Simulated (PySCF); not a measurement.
Compound: C₈H₆F₂.
Numbering: `[CH2:1]=[CH:2][c:3]1[cH:4][cH:5][cH:6][c:7]([F:8])[c:9]1[F:10]` (hydrogens: H11, H12 on C1; H13 on C2; H14 on C4; H15 on C5; H16 on C6)

All values: CAM-B3LYP/def2-SVPD (PySCF, non-relativistic), on one gas-phase PBE0-D3(BJ)/def2-SVP geometry that isn't relaxed in the solvent. The solvent is an IEF-PCM continuum (Bondi radii, 1.10 Å for H, scaled by 1.2), and excitations are vertical TDDFT with non-equilibrium linear response and a frozen core. Only the electrostatic response of the medium enters.

Gas-phase singlets (H = HOMO, L = LUMO):

```
state  E (eV)  λ (nm)      f  leading configuration
   S1   4.947     251  0.086              H-1→L 53%
   S2   5.117     242  0.309                H→L 76%
   S3   6.321     196  0.261              H→L+1 70%
   S4   6.543     189  0.428            H-1→L+1 81%
   S5   6.787     183  0.004              H→L+2 65%
```

Question: Give the list for acetonitrile (ε = 35.69), n² = 1.81.

Answer: 
```json
{"state": "S1", "E (eV)": "4.944", "λ (nm)": "251", "f": "0.288", "leading configuration": "H→L 53%", "change by rank (eV)": "-0.003"}
{"state": "S2", "E (eV)": "5.047", "λ (nm)": "246", "f": "0.219", "leading configuration": "H-1→L 43%", "change by rank (eV)": "-0.070"}
{"state": "S3", "E (eV)": "6.250", "λ (nm)": "198", "f": "0.365", "leading configuration": "H→L+1 70%", "change by rank (eV)": "-0.071"}
{"state": "S4", "E (eV)": "6.496", "λ (nm)": "191", "f": "0.426", "leading configuration": "H-1→L+1 84%", "change by rank (eV)": "-0.047"}
{"state": "S5", "E (eV)": "6.622", "λ (nm)": "187", "f": "0.003", "leading configuration": "H→L+2 86%", "change by rank (eV)": "-0.165"}
```

Question: How does the list change in dimethylsulfoxide (ε = 46.83)?

Answer: 
```
state  E (eV)  λ (nm)      f  leading configuration  change by rank (eV)
   S1   4.925     252  0.374                H→L 66%               -0.022
   S2   5.032     246  0.164              H-1→L 52%               -0.085
   S3   6.225     199  0.394              H→L+1 70%               -0.096
   S4   6.474     192  0.425            H-1→L+1 85%               -0.069
   S5   6.616     187  0.003              H→L+2 85%               -0.171
```

Question: The ground-state energy changes by -0.163 eV from gas to dimethylsulfoxide. By how much does the total energy of gas-phase S2 change?

Answer: E(S2) = E(S0) + excitation energy, so it changes by -0.163 − 0.192 = -0.355 eV: it is lowered more than the ground state, which is what a red shift means. This is the vertical state, with the slow part of the continuum still set for S0.

Question: How do the frontier levels move from gas to dimethylsulfoxide?

Answer: 
| orbital | gas (eV) | solvent (eV) | change (eV) |
| --- | --- | --- | --- |
| LUMO+2 | 1.42 | 1.34 | -0.08 |
| LUMO+1 | 0.68 | 0.78 | +0.10 |
| LUMO | -0.51 | -0.38 | +0.13 |
| HOMO | -8.15 | -8.04 | +0.11 |
| HOMO-1 | -8.63 | -8.57 | +0.06 |
| HOMO-2 | -10.43 | -10.33 | +0.10 |
| HOMO-3 | -11.52 | -11.34 | +0.18 |

The HOMO–LUMO gap goes from 7.64 to 7.66 eV. Rows go by rank; for LUMO+2 the atom shares or the degeneracy differ between the runs, so the row needn't follow one orbital.

Conformer computed: `[CH2:1]=[CH:2][c:3]1[cH:4][cH:5][cH:6][c:7]([F:8])[c:9]1[F:10]`: C1–C2–C3–C4 -1°.
